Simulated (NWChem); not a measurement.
Molecule: CdHSeI; SMILES [SeH][Cd][I]

```xyz
4

Cd     0.1691     0.4504     0.0002
I     -0.2618    -2.1142    -0.0003
Se     0.5902     2.8731    -0.0011
H     -0.8552     3.1538    -0.0093
```
Atoms are numbered in this order, from 1.

Level: PBE0/def2-SVP with def2 effective core potentials on Cd, I (NWChem), optimised geometry, unscaled harmonic frequencies. This build's default masses of Se (78.918 u) and Br (79.917 u) are each other's, which moves their modes by up to 0.6 %. def2 effective core potentials on Cd, I; no spin-orbit coupling.

```tsv
frequency (cm⁻¹)	IR intensity (km/mol)
56	3.5
58	3.0
167	1.5
283	28.9
577	0.4
2447	8.7
```

```
Item                                                                               Result
-----------------------------------------------------------------------  ----------------
zero-point energy                                                            5.1 kcal/mol
thermal correction to the enthalpy at 298.15 K (with zero-point energy)      9.3 kcal/mol
heat capacity Cv                                                         14.6 cal/(mol K)
entropy at 298.15 K and 1 atm (symmetry number 1)                        83.3 cal/(mol K)
```

Rigid rotor and harmonic oscillator; modes under 100 cm⁻¹ make the entropy uncertain.
